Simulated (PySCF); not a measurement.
C3H6FNSi, SMILES F[Si@H]1C=CCN1.

Geometry: PBE0-D3(BJ)/def2-SVP. The structure was generated by enumeration; whether it is a known compound was not checked. One conformer was computed; it need not be the lowest.

The numbers are results of PBE0/def2-TZVP (PySCF), not measurements.

Isolated molecule, no solvent.

```
Item                                                                                                           Result
---------------------------------------------------------------------------------------------  ----------------------
total energy                                                                                       -561.79243 hartree
highest occupied level                                                                                       -7.20 eV
lowest empty level                                                                                           -0.41 eV
orbital gap                                                                                                   6.80 eV
dipole moment                                                                                                  2.62 D
quadrupole, principal values (traceless, Buckingham form, about the centre of nuclear charge)   -8.35, 1.02, 7.33 D·Å
mean static polarisability                                                                       62.1 bohr³ (9.21 Å³)
polarisability, principal values                                                               47.5, 61.3, 77.6 bohr³
```
